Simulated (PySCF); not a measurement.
BClH, SMILES [BH]Cl (connectivity only; charge and spin as stated), charge +1, multiplicity 1. Atoms are numbered in the order given.

```xyz
3

B      0.0000     0.0000     1.1277
Cl     0.0000     0.0000    -0.4670
H      0.0000     0.0000     2.3003
```
Charge +1, spin multiplicity 1.

Geometry: TPSSh-D3(BJ)/def2-TZVPD. The multiplicity is an assumed one; other spin states were not compared. The isomer is the one that the SMILES or the coordinates give; other isomers of the formula were not compared.

Two levels are set side by side: PBE/pcSseg-2 (PySCF) and HF/pcSseg-2 (PySCF). GIAO shifts against BF3 (¹¹B), HCl (³⁵Cl), TMS (¹H) at the same level; non-relativistic, no solvent, atoms listed together averaged. Without spin–orbit terms, shifts of atoms bonded to Cl or Br come out too high at both levels. Differences are taken from unrounded values.

| quantity | HF | PBE | PBE minus HF |
|---|---|---|---|
| δ(¹¹B) of B1 (ppm) | 50.2 | 43.1 | -7.0 |
| δ(³⁵Cl) of Cl2 (ppm) | 258.2 | 334.8 | 76.7 |
| δ(¹H) of H3 (ppm) | 5.43 | 4.84 | -0.59 |

Rough cost on one machine, each run with all the roots and properties that it gave: HF against PBE within a factor of 2.
